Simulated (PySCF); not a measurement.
**Excitation energy of Hg⁺ by level of theory**

Hg⁺ [Xe] 4f14 5d10 6s1 (2S) → Hg⁺ [Xe] 4f14 5d9 6s2 (2D), as a difference of total energies. Computed with PySCF 2.14 in x2c-TZVPPall (11s7p7d3f1g, 97 functions), with scalar relativity by spin-free X2C-1e. Correlated levels: valence: [Xe] 4f14 frozen; valence and next inner shell: [Kr] 4d10 4f14 frozen. The calculations carry no spin-orbit coupling.

```tsv
method	excitation energy (cm⁻¹)
UHF	44395
LDA	41182
PBE	41065
PBE0	42789
r2SCAN	41634
MP2 (valence)	44831
SCS-MP2 (valence)	43921
MP2 (valence and next inner shell)	42846
SCS-MP2 (valence and next inner shell)	42058
```

Errors of the correlated levels include the incompleteness of this basis and the frozen core.

For comparison: 41531 cm⁻¹ (measured; NIST levels, between the centres of gravity of the two terms).
